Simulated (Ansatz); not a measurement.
Relaxation of FGeH5O4 (11 atoms, charge 0, multiplicity 1), to a largest force component of 0.03 eV/Å in at most 50 steps.

Computed with RKS PBE-D4/def2-SVP (Ansatz).

```xyz
11
Properties=species:S:1:pos:R:3:forces:R:3
Ge -0.317 -0.137 0.087 -0.09 -0.11 -0.06
O -0.333 -0.266 1.852 -0.47 -0.27 0.18
H -0.234 0.637 2.229 0.05 -0.06 -0.03
O 1.412 0.132 -0.356 -0.01 0.01 -0.01
H 1.823 -0.731 -0.561 0.00 0.03 0.04
O -1.307 1.211 -0.497 -0.02 -0.02 -0.03
H -1.765 0.940 -1.316 0.01 0.03 -0.02
O -0.791 -1.703 -0.615 0.01 -0.01 -0.01
H -1.292 -2.218 0.047 -0.01 -0.01 0.01
F 1.119 1.818 1.648 -0.05 0.46 0.33
H 1.414 0.997 1.280 0.59 -0.05 -0.41
```

Where does it end, and by what steps?

The run converged. After 10 steps the energy has fallen by 0.346 eV; F10 moved furthest, 0.45 Å.

| step | energy less start (eV) | largest force component (eV/Å) | accepted |
| --- | --- | --- | --- |
| 0 | 0.0000 | 0.586 | yes |
| 1 | -0.1353 | 0.651 | yes |
| 2 | -0.1924 | 1.167 | yes |
| 3 | -0.2589 | 1.360 | yes |
| 4 | -0.3091 | 0.451 | yes |
| 5 | -0.3305 | 0.250 | yes |
| 6 | -0.3406 | 0.170 | yes |
| 7 | -0.3432 | 0.098 | yes |
| 8 | -0.3449 | 0.076 | yes |
| 9 | -0.3451 | 0.069 | yes |
| 10 | -0.3456 | 0.013 | yes |

```xyz
11
Properties=species:S:1:pos:R:3
Ge -0.514 -0.161 0.148
O -0.682 -0.164 1.901
H -0.015 0.494 2.229
O 1.191 0.302 -0.327
H 1.716 -0.509 -0.477
O -1.584 1.054 -0.570
H -1.427 1.117 -1.531
O -0.712 -1.799 -0.518
H -1.226 -2.350 0.104
F 1.421 1.552 1.857
H 1.559 1.141 0.984
```

Run time: 9.1 s on 4 threads of Intel(R) Xeon(R) 6975P-C (Granite Rapids), with other jobs on the host, peak memory 0.2 GiB.
